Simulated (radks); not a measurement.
Question: All-electron atom: Kr in [Ar] 3d10 4s2 4p5.75 5s0.25 (fractional occupations, a model configuration). Calculated with a radial shooting solver on a logarithmic mesh with Libxc functionals: Dirac Kohn-Sham, LDA (Slater exchange, VWN5 correlation), spin-unpolarised, spherical densities, finite nucleus; open shells fill j = l - 1/2 first; Fermi nuclear charge, rms radius 4.1884 fm. Some entries of the table are withheld. Estimate them.

orbital  occ.  eigenvalue (eV)  <r> (bohr)  <r^2> (bohr^2)
1s1/2       2        -14131.91     0.04154        0.002324
2s1/2       2        -1862.532      0.1835         0.03976
2p1/2       2        -1684.873         (1)         0.03044
2p3/2       4        -1631.147         (2)         0.03187
3s1/2       2        -264.5833      0.5313             (3)
3p1/2       2              (4)      0.5342          0.3343
3p3/2       4              (5)      0.5448          0.3475
3d3/2       4         -84.0822         (6)          0.3785
3d5/2       6         -82.7777         (7)          0.3838
4s1/2       2         -24.6567       1.560           2.793
4p1/2       2         -11.1449       1.886           4.178
4p3/2    3.75         -10.4738       1.933           4.394
5s1/2    0.25              (8)       6.455           48.93
5p1/2       0          -0.2770       10.69             (9)
5p3/2       0          -0.2657       10.87            (10)
6s1/2       0          -0.0288       24.50           748.3

Answer: 
(1) 2p1/2 <r> (bohr): 0.1575
(2) 2p3/2 <r> (bohr): 0.1615
(3) 3s1/2 <r^2> (bohr^2): 0.3247
(4) 3p1/2 eigenvalue (eV): -201.8322
(5) 3p3/2 eigenvalue (eV): -193.9078
(6) 3d3/2 <r> (bohr): 0.5539
(7) 3d5/2 <r> (bohr): 0.5579
(8) 5s1/2 eigenvalue (eV): -1.1883
(9) 5p1/2 <r^2> (bohr^2): 134.7
(10) 5p3/2 <r^2> (bohr^2): 139.1
